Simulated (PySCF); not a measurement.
Se, charge +1, quartet. Base run: B3LYP/6-31G in PySCF.

PySCF was given this input:
```python
from pyscf import gto, scf, dft

mol = gto.M(
    atom='''
Se    0.000000    0.000000    0.000000
''',
    basis='6-31g',
    charge=1,
    spin=3,
    verbose=4,
)

mf = dft.UKS(mol)
mf.xc = 'b3lyp'
mf.kernel()
```

Variants of this job, named by their change:

```tsv
change	basis functions	E (Eh)	HOMO (eV)
base	27	-2400.80501	-17.31
basis = ANO-RCC-VDZP; relativity = spin-free X2C	27	-2429.51743	-17.40
basis = x2c-SVPall; relativity = spin-free X2C; nucleus = Gaussian (with nucmod='G')	32	-2429.06850	-17.47
basis = ANO-RCC-VDZP; relativity = spin-free X2C; nucleus = Gaussian (with nucmod='G')	27	-2429.49870	-17.40
basis = ANO-RCC-VDZP; relativity = none	27	-2382.59788	-17.50
basis = Sapporo-DKH3-DZP-2012; relativity = spin-free X2C	43	-2429.46308	-17.42
basis = Sapporo-DKH3-DZP-2012; relativity = spin-free X2C; nucleus = Gaussian (with nucmod='G')	43	-2429.44583	-17.42
basis = Sapporo-DKH3-DZP-2012; relativity = none	43	-2383.64016	-17.46
basis = x2c-SVPall; relativity = spin-free X2C	32	-2429.08272	-17.47
basis = x2c-SVPall; relativity = none	32	-2388.73795	-17.57
```

Absolute energies of different levels of theory aren't comparable as measures of quality.

Open shells are given as the SCF converged; they aren't shown to be the lowest states, and a large step between rows can be another state.

Basis sets contracted for a relativistic Hamiltonian are a mismatch without it, so the rows without relativity aren't non-relativistic limits. No row has spin-orbit coupling; sets with core potentials leave out the core electrons.
